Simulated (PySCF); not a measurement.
CHNO, SMILES N=C=O (connectivity only; charge and spin as stated), charge -1, multiplicity 2.

The structure is a stationary point at PBE-D3(BJ)/def2-TZVPD. The spin state was assumed, not searched.

The numbers are results of PBE-D3(BJ)/def2-TZVPD in PySCF, not measurements.

Harmonic, unscaled wavenumbers; measured fundamentals usually lie a few per cent lower.

| mode | ν (cm⁻¹) | IR (km/mol) | moving atoms (share of kinetic energy) |
|---|---|---|---|
| 1 | 567 | 7.7 | C 49 %, O 23 %, N 18 %, H 9 % |
| 2 | 648 | 25.9 | H 75 %, C 17 % |
| 3 | 1104 | 123.0 | H 77 %, O 13 %, N 10 % |
| 4 | 1136 | 83.5 | N 48 %, C 23 %, O 23 % |
| 5 | 1726 | 579.8 | C 69 %, O 20 %, N 9 % |
| 6 | 3433 | 21.8 | H 93 % |
